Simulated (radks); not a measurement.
These are the eigenvalues of the occupied orbitals of an atom or ion with whole-number occupations (Ry). Calculated with a radial shooting solver on a logarithmic mesh with Libxc functionals: scalar-relativistic Kohn-Sham, LDA (Slater exchange, VWN5 correlation), spin-polarised, spherical densities, finite nucleus; Fermi nuclear charge, rms radius of each element as measured or else 0.836 A^(1/3) + 0.57 fm.

1s up: -477.4213
1s down: -477.4208
2s up: -60.82826
2s down: -60.77392
2p up: -52.53658
2p down: -52.49445
3s up: -11.83519
3s down: -11.72948
3p up: -9.48235
3p down: -9.37918
3d up: -5.79373
4s up: -3.58797
4s down: -3.56379

Which element is it, and in what charge state? The configuration may be excited. Open shells, if any, are filled with parallel spins first.

Answer. Z = 25, manganese, charge +4: Mn4+ in [Ar] 3d1 4s2. The list shows which subshells hold electrons but not how many an open one holds; the 1s level, -238.71 hartree, gives Z - s = 21.8 by -(Z - s)^2/2, which with screening and relativity narrows Z to a few neighbours, and the depths of the outer levels then fix element, charge and occupations together.
